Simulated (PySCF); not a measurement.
A structure optimised at r2SCAN-D4/def2-SVP, used in a PySCF frequency run:

```
C
H 1 1.1058
H 1 1.1058 2 105.61
C 1 1.5341 2 110.92 3 -120.24
H 4 1.1010 1 111.52 2 58.52
H 4 1.1013 5 107.74 1 122.19
H 4 1.1013 5 107.74 6 115.61
Si 1 1.8519 2 107.98 3 115.31
F 8 1.6205 1 109.24 2 -179.02
F 8 1.6205 9 106.14 1 117.68
H 8 1.4822 9 108.10 10 115.77
```
Charge 0, spin multiplicity 1.

Problem. Write its SMILES, formula and point group.

Solution. CC[SiH](F)F, C₂H₆F₂Si, Cs

Problem. What are its rotational constants (standard atomic weights)?

Solution. 5.0741, 2.9440, 2.4545 GHz
